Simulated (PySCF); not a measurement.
From one molecule to another.

First species: C3H6O2SSi.
Numbering: `[OH:1][SiH2:2][C@@H:3]1[CH2:4][O:5][C:6]1=[S:7]` (hydrogens: H8 on O1; H9, H10 on Si2; H11 on C3; H12, H13 on C4)

Second species: C5H6FNO.
Cartesian coordinates in Å at the GFN2-xTB level; atoms count from 1:
```
atom  x, y, z in Å
N1     2.885   -1.270   -0.474
C2     1.969   -0.623   -0.697
C3     0.805    0.183   -0.955
C4    -0.058    0.342    0.304
C5    -1.178    1.336    0.069
O6    -1.294    2.014   -0.909
C7    -0.634   -1.005    0.757
F8    -1.291   -0.858    1.949
H9     1.123    1.170   -1.301
H10    0.220   -0.281   -1.755
H11    0.547    0.739    1.129
H12   -1.897    1.382    0.906
H13    0.165   -1.736    0.917
H14   -1.361   -1.394    0.036
```

Levels: B3LYP/def2-SVPD for dipole moment, HOMO energy, LUMO energy, HOMO–LUMO gap, static isotropic polarisability and electronic spatial extent ⟨r²⟩ about the centre of nuclear charge; TDDFT B3LYP/def2-SVPD for lowest singlet excitation; TDA B3LYP/def2-SVPD for lowest triplet excitation (Tamm–Dancoff); GFN2-xTB for rotational constant A and rotational constant C. Geometries: GFN2-xTB. Each species is one conformer at its optimised geometry, gas phase, non-relativistic unless stated; the electronic structure was computed with PySCF and density fitting.

Dipoles, sizes and rotational constants follow the conformer. The torsions of the flexible species, by atom-mapped SMILES:
- `[OH:1][SiH2:2][C@@H:3]1[CH2:4][O:5][C:6]1=[S:7]`: O1–Si2–C3–C4 -75°, H–O1–Si2–C3 -179°
- `[N:1]#[C:2][CH2:3][C@@H:4]([CH:5]=[O:6])[CH2:7][F:8]`: C2–C3–C4–C5 173°, C3–C4–C5–O6 -8°, C3–C4–C7–F8 174°

Question: Which of the two has the higher LUMO energy, and by how much?

Answer: The first: -1.57 eV against -1.87 eV, a difference of 0.30 eV.

Question: Which has the higher HOMO energy?

Answer: The first: -6.43 eV against -7.98 eV, a difference of 1.55 eV.

Question: Which of the two has the higher ⟨r²⟩, and by how much?

Answer: The first: 1222 bohr² against 1094 bohr², a difference of 128 bohr².

Question: Which of the two has the higher T1 energy, and by how much?

Answer: The second: 3.65 eV against 3.11 eV, a difference of 0.54 eV.

Question: Which of the two has the higher HOMO–LUMO gap, and by how much?

Answer: The second: 6.11 eV against 4.86 eV, a difference of 1.25 eV.

Question: Which of the two has the higher static isotropic polarisability, and by how much?

Answer: The first: 89.0 au against 65.9 au, a difference of 23.1 au.

Question: Which of the two has the higher S1 energy, and by how much?

Answer: The second: 4.25 eV against 3.46 eV, a difference of 0.79 eV.

Question: Which has the higher rotational constant C?

Answer: The second: 0.979 GHz against 0.912 GHz, a difference of 0.067 GHz.

On the first: The polarisability is 13.20 Å³ as a volume (1 au = 0.148185 Å³), or 1.27 au for each of the 70 electrons.

On the second: A dipole of 1.82 D is allowed in C1, and pure rotational transitions are dipole-allowed. The dipole matches unit charges of opposite sign 0.38 Å apart (1 e·Å = 4.8032 D).
